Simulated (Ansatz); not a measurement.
Species: ZnF, charge 1, multiplicity 1. 
Geometry from a B3LYP-D3(BJ)/def2-TZVP (Ansatz, a quantum-chemistry and plane-wave program) optimisation:
```xyz
2

Zn     0.0000     0.0000    -0.3980
F      0.0000     0.0000     1.3268
```
Charge +1, spin multiplicity 1.

Total electronic energies in hartree. Correlated levels leave the core frozen unless marked. No spin-orbit coupling. Frozen are the shells of the preceding noble gas and the d and f shells that filled before the atom's block. No relativistic terms. CBS(X,Y): correlation extrapolated as X^-3; Hartree-Fock from the larger set.

```tsv
level	program	energy (Eh)
HF/def2-TZVPP	Ansatz	-1876.97686
RI-HF/def2-QZVPP	Ansatz	-1877.02751
BLYP-D3(BJ)/def2-TZVPD	Ansatz + dftd3	-1879.01591
r2SCAN-D3(BJ)/def2-TZVPD	Ansatz + dftd3	-1878.87198
r2SCAN0/def2-TZVPD	Ansatz	-1878.82167
CAM-B3LYP-D3(BJ)/def2-TZVPD	Ansatz + dftd3	-1879.01659
LC-wPBE-D3(BJ)/def2-TZVPD	Ansatz + dftd3	-1878.64411
wB97M-V/def2-TZVPD	Ansatz	-1878.81456
wB97X/def2-TZVPD	Ansatz	___
B2PLYP-D4/def2-TZVPD	Ansatz + dftd4	-1878.58356
MP2/STO-3G	Ansatz	-1855.24875
SCS-MP2/6-31G	Ansatz	-1876.90907
SCS-MP2/def2-QZVPPD	Ansatz	-1877.73824
CCSD(T)/6-31G	Ansatz	-1876.91845
CCSD(T)/CBS(def2-TZVPPD,def2-QZVPPD)	Ansatz	-1877.8124
```

**Question.** Some entries are withheld; supply them.

**Answer.** 
- wB97X/def2-TZVPD, energy (Eh): -1878.94956
